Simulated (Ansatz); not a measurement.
`C[SiH](F)I` + H₂ → `F[SiH2]I` + CH₄  (hydrogenolysis of the Si–C bond)

Calculated with Ansatz (gas phase, PBE0-D4/def2-TZVP geometries, no zero-point term in ΔE). CCSD(T)/CBS adds triple-zeta CCSD(T) − MP2 to the extrapolated MP2 energy (def2 sets, frozen cores). This one scheme is used for every species. def2 core potentials past Kr. For I outer-core shells are correlated without core-valence functions, which leaves a few kJ/mol of doubt a bond.

```csv
species,CCSD(T)/CBS(def2) energy (Eh)
`C[SiH](F)I`,-726.89319
H₂,-1.17544
`F[SiH2]I`,-687.61044
CH₄,-40.46206
```

Task: Work out ΔE.

Result: ΔE = (-687.61044) + (-40.46206) − (-726.89319) − (-1.17544) = -0.00387 Eh = -10.2 kJ/mol.

Largest T1 diagnostic among the species: 0.009.

In def2-TZVPP, CCSD(T) changes the Hartree–Fock value by +21.3 kJ/mol (the triples alone add +4.0 kJ/mol) and MP2 by +26.8 kJ/mol. Leaving LDA and LC-ωPBE aside and taking each functional with its dispersion term where it has one, the values, not all of them listed here, spread over 12.7 kJ/mol, from B2PLYP to revPBE-D4. LDA lies +8.1 kJ/mol from PBE without D4. At CCSD(T), def2-SVP lies −14.1 kJ/mol from the extrapolated value and def2-TZVPP −2.8 kJ/mol.
